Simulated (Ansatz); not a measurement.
The inner images of a band of C2H9Al2NS (15 atoms, charge 0, multiplicity 1) are given out of order.

Computed with RKS PBE-D4/def2-SVP in Ansatz.

Image 0:

```xyz
15
Properties=species:S:1:pos:R:3
N -1.054 -0.127 0.152
C 0.208 0.568 -0.285
C 1.428 -0.341 -0.372
Al 1.956 -1.325 1.266
S -0.263 1.363 -1.896
Al -2.284 1.229 -0.821
H -1.123 -1.037 -0.332
H -1.077 -0.310 1.168
H 0.375 1.368 0.469
H 2.301 0.264 -0.704
H 1.278 -1.068 -1.208
H 3.378 -2.049 1.357
H 0.916 -1.402 2.491
H -3.490 0.460 -1.546
H -2.570 2.354 0.292
```

Image 6:

```xyz
15
Properties=species:S:1:pos:R:3
N -0.117 -1.020 0.624
C 0.126 0.185 -0.234
C 1.628 0.196 -0.467
Al 1.866 -0.753 1.315
S -0.929 0.158 -1.793
Al -2.754 1.196 -1.149
H -0.188 -1.862 0.031
H -0.989 -0.963 1.167
H -0.183 1.062 0.370
H 2.018 1.206 -0.689
H 1.906 -0.478 -1.306
H 2.569 -2.199 1.356
H 1.729 0.138 2.648
H -3.902 1.428 -2.228
H -2.802 1.654 0.385
```

Task: Put them in order from the first end to the last, with their energies above the first end.
A.
```xyz
15
Properties=species:S:1:pos:R:3
N -1.016 -0.157 0.152
C 0.210 0.613 -0.269
C 1.467 -0.243 -0.364
Al 1.951 -1.266 1.265
S -0.294 1.411 -1.869
Al -2.328 1.087 -0.864
H -1.020 -1.078 -0.315
H -1.062 -0.311 1.173
H 0.338 1.403 0.503
H 2.330 0.421 -0.605
H 1.390 -0.918 -1.248
H 2.900 -2.549 1.181
H 1.309 -0.814 2.667
H -3.422 0.188 -1.620
H -2.775 2.163 0.243
```
B.
```xyz
15
Properties=species:S:1:pos:R:3
N -0.298 -0.541 0.545
C 0.331 0.554 -0.269
C 1.774 0.117 -0.457
Al 1.629 -1.007 1.236
S -0.611 0.857 -1.878
Al -2.643 0.877 -1.034
H -0.617 -1.303 -0.076
H -1.096 -0.228 1.118
H 0.267 1.476 0.345
H 2.469 0.970 -0.569
H 1.877 -0.541 -1.346
H 1.759 -2.605 1.111
H 1.754 -0.273 2.659
H -3.853 0.255 -1.853
H -2.763 1.340 0.496
```
C.
```xyz
15
Properties=species:S:1:pos:R:3
N -0.211 -0.743 0.592
C 0.257 0.396 -0.260
C 1.739 0.138 -0.475
Al 1.777 -0.860 1.296
S -0.749 0.578 -1.849
Al -2.768 0.973 -1.086
H -0.422 -1.558 -0.005
H -1.065 -0.524 1.126
H 0.103 1.317 0.336
H 2.311 1.062 -0.677
H 1.902 -0.568 -1.319
H 2.184 -2.416 1.313
H 1.809 0.016 2.644
H -3.971 1.120 -2.117
H -2.918 1.019 0.511
```
D.
```xyz
15
Properties=species:S:1:pos:R:3
N -0.560 -0.363 0.329
C 0.333 0.664 -0.350
C 1.730 0.072 -0.475
Al 1.510 -1.073 1.150
S -0.447 1.217 -1.956
Al -2.321 0.751 -0.832
H -0.789 -1.238 -0.162
H -1.052 -0.159 1.206
H 0.336 1.520 0.357
H 2.506 0.860 -0.525
H 1.806 -0.549 -1.393
H 1.454 -2.672 1.022
H 1.501 -0.373 2.595
H -3.319 -0.382 -1.358
H -2.709 1.674 0.422
```
E.
```xyz
15
Properties=species:S:1:pos:R:3
N -0.909 -0.216 0.165
C 0.239 0.652 -0.308
C 1.569 -0.090 -0.394
Al 1.852 -1.181 1.243
S -0.371 1.350 -1.917
Al -2.344 0.898 -0.846
H -0.855 -1.152 -0.268
H -0.963 -0.313 1.194
H 0.304 1.472 0.440
H 2.386 0.652 -0.534
H 1.579 -0.729 -1.304
H 2.093 -2.760 1.152
H 1.609 -0.482 2.667
H -3.394 -0.098 -1.538
H -2.816 1.945 0.277
```

Result: A (+0.8 kcal/mol), E (+2.9 kcal/mol), D (+9.9 kcal/mol), B (+1.9 kcal/mol), C (-2.0 kcal/mol).

Run time: 5.2 min on 2 threads of Arm Neoverse V2, on a shared host, peak memory 0.21 GiB.
